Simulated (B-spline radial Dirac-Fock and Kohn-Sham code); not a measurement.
# Core-level shifts of rhodium with charge state

Level of theory: multi-electron Dirac-Fock with separately optimised hole states, Breit and Lamb-shift corrections added in first order; a radial finite-basis atomic code. Each ion is free and in its tabulated ground configuration. Correlation energy is missing from these numbers.

Reference: Rh²⁰⁺, [Ar] 3d7, with K (1s) 23910.9 eV, L1 (2s) 4094.2 eV, L2 (2p1/2) 3827.0 eV, M1 (3s) 1232.3 eV. Shifts from it, in eV (a dash: the subshell is empty, belongs to an open shell averaged over j, or its hole state is left out as unreliable):

```tsv
ion	configuration	K (1s)	L1 (2s)	L2 (2p1/2)	M1 (3s)
Rh²¹⁺	[Ar] 3d6	+80.2	+78.9	+79.4	+60.4
Rh²²⁺	[Ar] 3d5	+162.9	+159.9	+161.0	+122.0
Rh²³⁺	[Ar] 3d4	+247.9	+243.0	+244.8	+184.8
Rh²⁴⁺	[Ar] 3d3	+335.3	+328.2	+330.8	+248.8
Rh²⁵⁺	[Ar] 3d2	+425.2	+415.5	+419.0	+314.0
Rh²⁶⁺	[Ar] 3d1	+517.4	+504.9	+509.2	+380.3
Rh²⁷⁺	[Ne] 3s2 3p6	+612.0	+596.3	+601.6	+447.9
Rh²⁸⁺	[Ne] 3s2 3p5	+711.1	+682.2	+689.2	+508.7
Rh²⁹⁺	[Ne] 3s2 3p4	+812.2	+769.5	+778.2	+570.2
Rh³⁰⁺	[Ne] 3s2 3p3	+915.1	+858.1	–	+632.5
```

Values without a named source are computed, but for edge energies of neutral atoms, which are taken from tables.
